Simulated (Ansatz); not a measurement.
Basis sets compared for the cluster CuSi₄⁺. Charge 1, multiplicity 1. Geometry PBE-D4/def2-SVP. Ansatz on 4 threads of Arm Neoverse V2 on a shared host; times are rough, and most runs start from earlier orbitals.

Cartesian coordinates in Å:
```
Cu 1.030 -1.645 -0.336
Si 0.238 3.140 0.308
Si 0.092 -3.694 -0.442
Si 0.167 0.459 0.035
Si -1.527 1.740 0.435
```

The restricted singlet is unstable towards broken spin symmetry in Hartree–Fock (as tested in another run); at PBE-D4/def2-SVP, PBE-D4/def2-TZVP, PBE0-D4/def2-SVP, PBE0-D4/def2-TZVP this wasn't settled. No other spin state of charge 1 was run. Another isomer (singlet) lies 3.47 eV lower at PBE0-D4/def2-TZVP; other spin states weren't run for this one.

```
           level  functions  energy (Eh)  HOMO (eV)  LUMO (eV)  wall time
 PBE-D4/def2-SVP        103   -2796.6700      -9.35      -8.85      1.2 s
PBE0-D4/def2-SVP        103   -2796.7482     -10.17      -8.12      1.6 s
```

Q: Estimate the rows for PBE-D4/def2-TZVP (with forces), PBE0-D4/def2-TZVP.

A: 
```tsv
level	functions	energy (Eh)	HOMO (eV)	LUMO (eV)	wall time
PBE-D4/def2-TZVP (with forces)	193	-2797.3222	-9.32	-8.80	2.5 s
PBE0-D4/def2-TZVP	193	-2797.3883	-10.15	-8.06	4.5 s
```
